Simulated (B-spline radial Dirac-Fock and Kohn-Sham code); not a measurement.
## Gd: non-radiative channels of the 4d5/2 vacancy

System: the Gd atom, configuration [Xe] 4f7 5d1 6s2.

Input of the calculation (task.json; shells as n, l, electrons):

```json
{"items": [{
  "Z": 64,
  "q": 0,
  "cfg": [[1, 0, 2], [2, 0, 2], [2, 1, 6], [3, 0, 2], [3, 1, 6], [3, 2, 10], [4, 0, 2], [4, 1, 6], [4, 2, 10], [4, 3, 7], [5, 0, 2], [5, 1, 6], [5, 2, 1], [6, 0, 2]],
  "A": 158,
  "rrms": 5.1569,
  "do": ["binding", "quiet", "decay"],
  "holes": ["K", "L1", "L2", "L3", "M1", "M2", "M3", "M4", "M5", "N1", "N2", "N3", "N4", "N5"]
}]}
```

Run with: `python xray_run.py task.json out`

Calculated with a radial B-spline solver, using independent-particle rates on relativistic LDA orbitals of the hole state (multipoles up to L = 3, Coulomb Auger matrix elements, transition energies from Dirac-Fock). Kinetic energies are configuration averages from the vacuum level; the two-hole energies are estimated from single-hole states.

```tsv
transition	kinetic energy (eV)	width (meV)	share (%)
N5-O1O1	28.54	16.4	0.7
N5-O1O3	59.30	22.8	1.0
N5-N6O1	73.22	27.7	1.2
N5-N7O1	73.98	220	9.9
N5-O2O3	82.40	16.0	0.7
N5-N6O2	97.90	16.0	0.7
N5-N7O2	98.57	210	9.4
N5-N6O3	102.6	53.6	2.4
N5-N7O3	103.4	277	12.4
N5-N6N6	114.6	18.8	0.8
N5-N6N7	115.4	708	31.8
N5-N7N7	116.1	510	22.9
N5-N6O5	130.4	16.4	0.7
N5-N7O4	130.9	15.0	0.7
N5-N7O5	131.1	29.1	1.3
N5-N7P1	133.8	26.6	1.2
```

Coster-Kronig rates are the weakest part of this model and often come out 1.5 to 2.5 times too large. The listed channels hold 98 % of the non-radiative rate. Summed by principal shells, of 2.23 eV in all: NNN 55.6 %, NNO 38.9 %, NOO 4.0 %, NNP 1.3 %.
